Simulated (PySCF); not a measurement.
## Working out the ionisation energy of W

W [Xe] 4f14 5d4 6s2 (5D) → W⁺ [Xe] 4f14 5d4 6s1 (6D). Calculation: PySCF 2.14, in cc-pVDZ-PP with ECP60MDF (4s4p3d1f, 38 functions); scalar relativity through the core potential. Frozen: 5s2 5p6. Energies in hartree (1 hartree = 27.21139 eV):

```json
{"part": "UHF", "W (lower)": "-66.675430", "W⁺ (upper)": "-66.458162"}
{"part": "MP2 opposite-spin", "W (lower)": "-0.041297", "W⁺ (upper)": "0.000000"}
{"part": "MP2 same-spin", "W (lower)": "-0.038366", "W⁺ (upper)": "-0.038239"}
```

Problem. What does Hartree-Fock give?

Solution. (-66.458162) − (-66.675430) = 0.217268 hartree = 5.912 eV.

Problem. What do MP2 and SCS-MP2 (6/5 opposite-spin, 1/3 same-spin) give?

Solution. The opposite-spin parts differ by 1.124 eV and the same-spin parts by 0.003 eV. MP2: 5.912 + (1.124) + (0.003) = 7.039 eV. SCS-MP2: 5.912 + 1.2 × (1.124) + (0.003)/3 = 7.262 eV.

Measured between the centres of the two terms (NIST): 7.825 eV, so MP2 (valence) is off by -0.786 eV.

A double-zeta basis recovers only part of the correlation energy.

What remains against the reference includes basis incompleteness, the frozen core and correlation beyond second order.
